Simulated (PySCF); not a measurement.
# Bond curve of RbB⁺

Set-up: PySCF, scalar-relativistic core potentials, basis sets Rb def2-SVPD with ECP28, B def2-SVPD. Energies in eV from Rb⁺ + B in their ground configurations at the same level. State: ²Σ⁺ (doublet), unpaired electrons σ ↑.

All columns are UHF. A positive dipole points towards B; it is taken about the centre of mass and depends on that origin.

```
R (Å)  E (eV)  μ (D)  Mulliken charge on Rb (basis-dependent)  HOMO (eV)  LUMO (eV)  Mayer bond order  ⟨S²⟩
3.080  -0.068  -0.34                                     0.96     -13.49      -3.41              0.07  0.76
3.224  -0.159  -0.40                                     0.97     -13.35      -3.43              0.06  0.76
3.367  -0.212  -0.48                                     0.97     -13.20      -3.45              0.06  0.76
3.474  -0.234  -0.55                                     0.97     -13.09      -3.46              0.06  0.76
3.582  -0.245  -0.63                                     0.97     -12.97      -3.47              0.05  0.76
3.689  -0.248  -0.71                                     0.97     -12.86      -3.49              0.05  0.76
3.833  -0.245  -0.83                                     0.97     -12.71      -3.51              0.05  0.76
4.012  -0.232  -0.98                                     0.97     -12.53      -3.53              0.05  0.76
4.227  -0.211  -1.18                                     0.97     -12.33      -3.55              0.05  0.76
4.513  -0.180  -1.45                                     0.97     -12.09      -3.59              0.05  0.76
```

A fit through these points gives, at Re = 3.698 Å, μ = -0.72 D and dμ/dR = -0.798 D/Å; the reduced mass is 9.746 u.

How strong is the fundamental in the double-harmonic approximation, I = 42.26·(dμ/dR)²/μred km/mol?

I = 42.26·(-0.798)²/9.746 = 2.76 km/mol at UHF.

Spin–orbit coupling is left out. For an ion De counts to the pair picked by the measured ionisation energies or electron affinities, which need not be the lowest pair at this level. Hartree–Fock leaves out correlation, which carries a large part of most bond energies and some tenths to 1 eV of ionisation energies. The state is the lowest determinant that a PBE0 search found; another state may lie lower at other levels.
